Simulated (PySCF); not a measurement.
## Structure elucidation problem

An unknown has the formula C6H8F4. Its calculated NMR data are:

1H NMR (400 MHz, computed): δ 2.51 (m, 2H), 2.43 (m, 1H), 2.15 (m, 2H), 1.48 (m, 3H).

13C{1H} NMR (computed): δ 136.0 (C), 92.4 (C), 36.7 (CH2), 29.8 (CH), 25.7 (CH3).

- coordinates at the PBE0-D3(BJ)/def2-SVP level
- σ from GIAO-CAM-B3LYP/pcSseg-1
- run in PySCF
- no relativistic terms, one averaged value for each set of equivalent atoms, a single conformation, no solvent

References, each an isolated molecule treated in the same way: TMS for 1H (31.33 ppm) and 13C (182.45 ppm).

Problem. Deduce the structure.

Solution. 
1. The formula gives 1 degree of unsaturation (1 ring in the answer).
2. 5 carbon signals for 6 carbons: some carbons are equivalent by symmetry or fast rotation.
3. Carbon types of the structure: 2 × C, 1 × CH, 2 × CH2, 1 × CH3, which accounts for all hydrogens.
4. δC 136.0: CF3 carbon; 3 electronegative neighbours deshield it.
5. δC 92.4: fully substituted sp3 carbon bonded to F; deshielded by the electronegative neighbour.
6. δC 36.7: sp3 CH2 in a ring; aliphatic region, no heteroatom directly attached.
7. δC 29.8: sp3 CH in a ring; a saturated carbon with 3 carbon neighbours and no heteroatom attached.
8. δC 25.7: methyl carbon; aliphatic region, no heteroatom directly attached.
9. δH 2.51, 2.15: hydrogen on an sp3 CH2 in a ring.
10. δH 2.43: hydrogen on an sp3 CH in a ring.

These data were computed for `C[C@]1(F)C[C@H](C(F)(F)F)C1`.

The shifts were computed for this structure.

Splittings by 19F in the carbon and heteronuclear signals aren't shown, as no couplings were computed. Shifts are as computed, not scaled to solution data. Of 1211 compounds with measured shifts, 218 miss one by over three times the rms of a fit or turn the order of signals round; such compounds aren't used in these exercises. Multiplicities follow the n + 1 count of equivalent neighbours, as no J values were calculated; m marks all less simple cases, F and P coupling included.
